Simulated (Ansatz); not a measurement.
A made-up structure of AlHClO2 (charge -1), closed shell:

```
5
angstrom
O -1.4236 -1.5796 1.2511
Al -0.4408 -0.3957 0.2818
O 1.4337 0.1268 0.3940
Cl -1.2749 0.9845 -1.5902
H 1.7057 0.8639 -0.3368
```

It is relaxed with PBE-D4/def2-SVPD and then PBE0-D4/def2-TZVPD (Ansatz 0.2.0). Atoms count as bonded within 1.22 times the sum of their covalent radii (H–H: 0.88 Å). The end point is not checked to be a true minimum.

Does its bonding change? (A judgement: the text doesn't fix the answer.)

The calculation gives: No: no bond forms or breaks.

Where it ends: The first stage lowers the energy by 0.96 eV in 6 steps. It ends as AlHClO₂ ([O][Al]([OH])[Cl]), total charge -1:
```csv
atom,x (Å),y (Å),z (Å)
O1,-1.2711,-1.4112,1.1159
Al2,-0.3936,-0.3534,0.2514
O3,1.2803,0.1123,0.3513
Cl4,-1.1387,0.8812,-1.4182
H5,1.5232,0.7711,-0.3004
```

Labels in which every atom is bracketed show which atoms are joined, not bond orders.

For scale, one of the runs: PBE0-D4/def2-TZVPD relaxation, 178 basis functions, launched by `ansatz run in.yaml --threads 2 --pin off --events-out ev --progress --plain --max-ram 4352MiB`. The run took about 35 s on 2 CPU threads of an Arm Neoverse V2 (shared host).
